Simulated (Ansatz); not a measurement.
Reaction (ligand exchange at the Sn–C bond): `F[SiH2][CH](F)[SnH3]` + `O[SiH2][SiH3]` → `[SiH3][SiH2][O][SnH3]` + `FC[SiH2]F`

Computed with Ansatz on PBE0-D4/def2-TZVP structures; ΔE is electronic, products minus reactants. CBS: MP2 limit from def2 TZ/QZ plus the TZ coupled-cluster correction, frozen cores. Functionals use def2-TZVPP. Elements past krypton have def2 core potentials. For Sn outer-core shells are correlated without core-valence functions, which leaves a few kJ/mol of doubt a bond. Each species was taken in one conformer, which may not be the lowest.

```tsv
level	ΔE (kcal/mol)
PBE0	-13.8
HF/def2-TZVPP	-20.7
```

Question: What does CCSD(T)/CBS give? (Estimate.)

Answer: Computed: -15.1 kcal/mol. The listed levels differ from it by 1.3, -5.6 kcal/mol.

Largest T1 diagnostic among the species: 0.014.

In def2-TZVPP, CCSD(T) changes the Hartree–Fock value by +5.9 kcal/mol (the triples alone add +0.6 kcal/mol) and MP2 by +5.8 kcal/mol. From PBE to PBE0 (25 % exact exchange), in def2-TZVPP and without D4, ΔE moves by −1.0 kcal/mol.
